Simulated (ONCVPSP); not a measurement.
**PBEsol ONCV dataset for Hg, scalar-relativistic all-electron reference.**

ONCVPSP 4.0.1 input, shortened (lines: element, Z, core and valence counts, functional; n l f; lmax; l rc ep ncon nbas qcut; lloc lpopt rc5 dvloc0; l nproj debl; icmod fcfact rcfact), PBEsol, scalar-relativistic:

```
  Hg 80.00   10    4  -116133      upf
    1    0    2.00
    2    0    2.00
    2    1    6.00
    3    0    2.00
    3    1    6.00
    3    2   10.00
    4    0    2.00
    4    1    6.00
    4    2   10.00
    4    3   14.00
    5    0    2.00
    5    1    6.00
    5    2   10.00
    6    0    2.00
    2
    0    1.70    0.00    4    7    7.20
    1    1.55    0.00    4    7    9.10
    2    1.50    0.00    3    8    7.10
    4    4    1.25    3.00
    0    2    3.80
    1    1    3.90
    2    2    2.90
    0    0.00    0.00
```

Poles of the logarithmic derivatives, all-electron (AE) and pseudo (PS). s: poles at -4.2, 4.7 (AE) and -4.2, 4.2 (PS) Ha. p: poles at -1.8 (AE) and -1.8 (PS) Ha. d: poles at 1.5 (AE) and 1.5 (PS) Ha. Test radii: s 1.72, p 1.57, d 1.52 bohr.

- Cutoffs needed: 26 Ha and 33 Ha (the cutoffs (Ha) at which the residual kinetic energy of the hardest occupied pseudo-wave falls to 1 and 0.1 mHa per electron)
- Ghost test: no bound ghost flagged; no localised positive-energy state flagged
- Largest excitation error: +198 meV (all-electron minus pseudo) for 5s2 5p6 5d10 6s1 6p1, out of 4 test configurations
